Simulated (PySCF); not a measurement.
Computed IR spectrum (relative IR intensity) of a molecule CH₁₀N₂Si₂. Geometry: B3LYP-D3(BJ)/def2-SVP. The values are those of a single conformer. All values below come from B3LYP-D3(BJ)/def2-SVP (PySCF). Frequencies are harmonic and unscaled.

ν (cm⁻¹): 98 (vw), 112 (w), 175 (vw), 251 (m), 289 (w), 346 (w), 412 (w), 462 (vs), 607 (vw), 634 (m), 721 (m), 753 (s), 811 (vs), 827 (m), 868 (vs), 887 (m), 920 (s), 938 (m), 1083 (w), 1257 (w), 1434 (vw), 1551 (w), 1637 (w), 2164 (s), 2168 (m), 2184 (s), 2197 (s), 3025 (w), 3074 (w), 3550 (w), 3637 (w) (against the strongest line: vs over 80 %, s over 45 %, m over 15 %, w over 4 %, vw less)

Q: Which molecule gave these data?
(A) NC[SiH2][SiH2]N
(B) CN([SiH3])[SiH2]N
(C) C[Si](N)(N)[SiH3]
(D) CN[SiH2][SiH2]N

A: A, NC[SiH2][SiH2]N
